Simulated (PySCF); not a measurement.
Core-level binding energies of (MgSe)4 cube

(MgSe)4 cube, Mg4Se4.
Geometry (PBE0-D3(BJ)/def2-SVP, Å), atoms numbered from 1 in this order:
```xyz
8
Mg4Se4 angstrom
Mg     1.6301    0.5259    0.7527
Se     0.7862    2.1194   -1.0706
Mg    -1.2676    1.3055    0.2513
Se    -0.3048    0.3642    2.4389
Mg    -0.5403   -1.5974    0.7894
Se     1.7368   -1.7742   -0.3838
Mg     0.2472   -0.2776   -1.8412
Se    -2.1494   -0.7514   -1.0204
```

Method: delta-SCF UKS SCAN, pcX-2 on the ionised atom, pcseg-1 elsewhere, spin-free X2C in PySCF. These are vertical core ionisation energies against the vacuum level, from separate self-consistent calculations with and without the core hole.

**Question.** What binding energy does each computed site have?

**Answer.** 
```
        atom(s)  bonded to  level  binding energy (eV)  count
Mg1/Mg3/Mg5/Mg7       3 Se  Mg 1s              1310.71      4
```

**Question.** What is the longest wavelength that can ionise Mg 1s of Mg1/Mg3/Mg5/Mg7 vertically?

**Answer.** λ = hc/E = 12398.42 eV Å / 1310.71 eV = 9.459 Å.

The first atom of each set that the bonding makes equivalent was ionised and stands for the set. No level of selenium is listed. One conformer (not necessarily the lowest) at the PBE0-D3(BJ)/def2-SVP geometry, without solvent, vibrations or thermal averaging.
